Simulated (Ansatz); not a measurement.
CH7BrGe, closed shell: a saddle search.

The input file, in.yaml:

```yaml
crystal:
  periodic: [false, false, false]
  atoms:
    - {symbol: Ge, position_ang: [-0.486806, -0.832414, -0.616549]}
    - {symbol: Br, position_ang: [1.692414, -1.260378, -1.292972]}
    - {symbol: H, position_ang: [-1.389860, -1.367872, -1.737454]}
    - {symbol: H, position_ang: [-0.694817, -1.628096, 0.679853]}
    - {symbol: C, position_ang: [-0.660284, 1.083723, -0.362703]}
    - {symbol: H, position_ang: [1.953122, -0.295594, 1.814499]}
    - {symbol: H, position_ang: [1.668494, -0.044022, 2.458073]}
    - {symbol: H, position_ang: [-0.443919, 1.601142, -1.297119]}
    - {symbol: H, position_ang: [-1.677788, 1.324073, -0.047953]}
    - {symbol: H, position_ang: [0.039343, 1.419439, 0.402326]}
basis:
  gaussian: {orbitals: def2-SVP}
hamiltonian: {xc: pbe0, dispersion: d4}
saddle:
  max_steps: 30
  mode_guess:
    - [-0.0883, -0.0427, 0.3457]
    - [0.2550, -0.0005, 0.2303]
    - [0.1038, 0.0559, 0.1300]
    - [-0.2799, -0.0200, 0.1067]
    - [0.0477, -0.0503, 0.0555]
    - [0.1588, 0.1062, -0.6467]
    - [-0.2767, 0.0364, -0.2835]
    - [0.0306, -0.0777, 0.0438]
    - [0.0344, -0.0185, 0.0020]
    - [0.0148, 0.0113, 0.0161]
```

Command:

```bash
ansatz run in.yaml --threads 8 --pin off --events-out ev --progress --plain --max-ram 19148MiB
```

Output of Ansatz 0.2.0:

```
Functional definition: PBE0
  name "PBE0"
  cite "Adamo & Barone, J. Chem. Phys. 110, 6158 (1999) doi:10.1063/1.478522"
  cite "Perdew, Burke & Ernzerhof, Phys. Rev. Lett. 77, 3865 (1996) doi:10.1103/PhysRevLett.77.3865"
  parent pbe
  parameter a = 0.25
  parameter kappa = 0.804
  parameter beta = 0.06672455060314922
  exchange = (1 - a)*pbe_x(kappa = kappa, mu = beta*pi^2/3) + a*exact_x
  correlation = pbe_c(beta = beta)
1211 factors; integrals over basis functions are off by at most 3.3e-4 eV
mean field evaluation 1: about -127679.1168 eV, gradient 4.2e1 eV
mean field evaluation 2: about -127677.4379 eV, gradient 4.8e1 eV
mean field evaluation 4: about -127683.1174 eV, gradient 7.9e-1 eV
mean field evaluation 8: about -127683.1238 eV, gradient 2.3e-2 eV
mean field -127683.12381094 eV, -4692.2682533224 hartree, gradient 2.7e-5 eV, S^2 0.000000; 0 other end points of the search recorded, 0 dependent functions left out
the calculation of the forces begins
reference -127683.12383893 eV, -4692.2682543508 hartree; 40, 40 occupied and 73, 73 virtual orbitals, 1211 factors
these checks for a lower state are left out or cut short: stability, starts, cluster_reference, orbital_swaps, neighbouring_geometries, increment
1211 factors; integrals over basis functions are off by at most 3.3e-4 eV
mean field evaluation 16: about -127683.1256 eV, gradient 2.6e-1 eV
mean field -127683.12572444 eV, -4692.2683236421 hartree, gradient 8.5e-7 eV, S^2 0.000000; 0 other end points of the search recorded, 0 dependent functions left out
the calculation of the forces begins
reference -127683.12575241 eV, -4692.2683246700 hartree; 40, 40 occupied and 73, 73 virtual orbitals, 1211 factors
these checks for a lower state are left out or cut short: stability, starts, cluster_reference, orbital_swaps, neighbouring_geometries, increment
1211 factors; integrals over basis functions are off by at most 3.3e-4 eV
mean field -127683.12029751 eV, -4692.2681242062 hartree, gradient 1.6e-6 eV, S^2 0.000000; 0 other end points of the search recorded, 0 dependent functions left out
the calculation of the forces begins
reference -127683.12032549 eV, -4692.2681252342 hartree; 40, 40 occupied and 73, 73 virtual orbitals, 1211 factors
these checks for a lower state are left out or cut short: stability, starts, cluster_reference, orbital_swaps, neighbouring_geometries, increment
1211 factors; integrals over basis functions are off by at most 3.3e-4 eV
mean field evaluation 32: about -127683.1295 eV, gradient 1.4e-6 eV
mean field -127683.12953792 eV, -4692.2684637847 hartree, gradient 1.4e-6 eV, S^2 0.000000; 0 other end points of the search recorded, 0 dependent functions left out
the calculation of the forces begins
reference -127683.12956590 eV, -4692.2684648132 hartree; 40, 40 occupied and 73, 73 virtual orbitals, 1211 factors
saddle step   1: F+E_penalty+E_count = -127683.27849955 eV  max|allowed force component| = 4.642e-1 eV/Å  curvature = +1.1620 eV/Å²  mode residual = 5.62e0 eV/Å²  Δτ_max = 0.0000 Å  (1 rotations, 4 force calls, 60 SCF iters)  cluster: 3 rotations left out, max|force component along them| = 5.341e-8 eV/Å
saddle step   2: F+E_penalty+E_count = -127683.28487374 eV  max|allowed force component| = 1.919e-1 eV/Å  curvature = +0.4471 eV/Å²  mode residual = 2.00e0 eV/Å²  Δτ_max = 0.0102 Å  (1 rotations, 4 force calls, 59 SCF iters)  cluster: 3 rotations left out, max|force component along them| = 7.876e-8 eV/Å
WARN: saddle search: on two steps running the search has had no negative curvature along its mode to follow, on a curvature that misses the negative of saddle.curvature_tol by less than its residual: at step 2, +0.447 eV/Å² with a residual of 2.00e0 eV/Å² (extrapolated from the last rotation, not read by a force call). A negative curvature could lie within that residual, and the search be climbing where it has one to follow. Its rotation spent its cap of 1: raise saddle.rotation.max_rotations, or give a saddle.mode_guess nearer the mode
saddle step   3: F+E_penalty+E_count = -127683.28602527 eV  max|allowed force component| = 1.142e-1 eV/Å  curvature = +0.3042 eV/Å²  mode residual = 1.27e0 eV/Å²  Δτ_max = 0.0073 Å  (1 rotations, 4 force calls, 59 SCF iters)  cluster: 3 rotations left out, max|force component along them| = 1.506e-7 eV/Å
saddle search: the rotation starts from a random direction (saddle.seed = 0)
saddle step   4: F+E_penalty+E_count = -127683.28599874 eV  max|allowed force component| = 4.847e-2 eV/Å  curvature = +0.0619 eV/Å²  mode residual = 3.61e-1 eV/Å²  Δτ_max = 0.0147 Å  (21 rotations, 28 force calls, 354 SCF iters)  cluster: 3 rotations left out, max|force component along them| = 3.669e-8 eV/Å
Error: the saddle search stopped after 4 steps at a force within `saddle.f_tol`, on a geometry that it can call neither a saddle nor a minimum. The deciding curvature is +0.062 ± 0.041 eV/Å² (`saddle.curvature_tol` = 5.0e-2) with a residual of 3.61e-1 eV/Å² (`saddle.rotation.residual_tol` = 1.0e-1); the other curvature read beside it is +0.293 ± 0.061 eV/Å². A curvature within its tolerance of zero comes of noisy forces (tighten `saddle.dr2_threshold` and, under a hybrid functional on plane waves, `saddle.exx_energy_threshold`; in a Gaussian basis set `accuracy: high`), of a flat stretch of a valley (tighten `saddle.f_tol`), or of solves that end off the electron count, as they can under `cold` smearing where the levels leave a gap (set `scf.occupations.method` to `fixed`, `gaussian`, `fermi_dirac` or, not under a hybrid functional, `methfessel_paxton`). For a residual above its tolerance raise `saddle.rotation.max_rotations` and `saddle.rotation.max_unguided_rotations`, or loosen `saddle.rotation.residual_tol` where the forces' noise keeps it out of reach. The ± is a reading's asymmetry, taken as the error of a positive curvature. Such a curvature stays undecided where it or the other curvature read, less its own ±, is not over `saddle.curvature_tol`. A negative one must be confirmed at half of `saddle.amplitude`, with the atoms moved between the exchange–correlation grid's points (not under `hamiltonian.xc: hf`) and by an estimate at the nearby stationary point. Where `saddle.amplitude` is far under its default, raise it towards the default first. Otherwise see `saddle.amplitude`. From 3 of its steps this search moved with no negative curvature along its mode to follow. A search started from a geometry of this one does not count those moves and, where it converges, warns only of its own. With `saddle.order_check` unset, a search from the last step can check the order less strictly than this one. `saddle.order_check: true` asks for the full check and warns where it cannot tell
F+E_penalty+E_count at the last step = -127683.28599874 eV
to start another search from the last step: its geometry and its mode (saddle.mode_guess, Cartesian), with saddle.order_check: true (the message says why):
  atoms:
    - { symbol: Ge, position_ang: [-0.48713188, -0.83301390, -0.62191428] }
    - { symbol: Br, position_ang: [1.69062188, -1.26235320, -1.30132406] }
    - { symbol: H, position_ang: [-1.39638465, -1.37123688, -1.73868592] }
    - { symbol: H, position_ang: [-0.68643128, -1.62573574, 0.67816167] }
    - { symbol: C, position_ang: [-0.66220348, 1.08272399, -0.36604209] }
    - { symbol: H, position_ang: [1.95320817, -0.30488398, 1.81994667] }
    - { symbol: H, position_ang: [1.67576858, -0.03754255, 2.47858854] }
    - { symbol: H, position_ang: [-0.44453418, 1.60648954, -1.30584360] }
    - { symbol: H, position_ang: [-1.68618335, 1.32539693, -0.04721470] }
    - { symbol: H, position_ang: [0.04316919, 1.42015679, 0.40432875] }
  mode_guess:
    - [-0.11376319, -0.09524244, -0.11356907]
    - [-0.12479347, -0.16691687, -0.13208650]
    - [-0.13371007, 0.07970767, -0.18239978]
    - [-0.20552289, -0.22161289, -0.20665839]
    - [0.08787506, -0.11174477, 0.10996413]
    - [0.18383778, 0.51195028, 0.04592405]
    - [-0.10728754, 0.32987827, 0.00052143]
    - [0.24549449, -0.00849767, 0.20478688]
    - [0.09908767, -0.00836048, 0.05887005]
    - [0.06878216, -0.30916110, 0.21464721]
  order_check: true


[the SCF lines of later steps are left out]
```

Hardware: 8 CPU threads of an Intel Xeon 6975P-C, shared host. Wall time about 19 s.


The run did not converge within its limit. The search was started at a minimum, where no curvature is negative.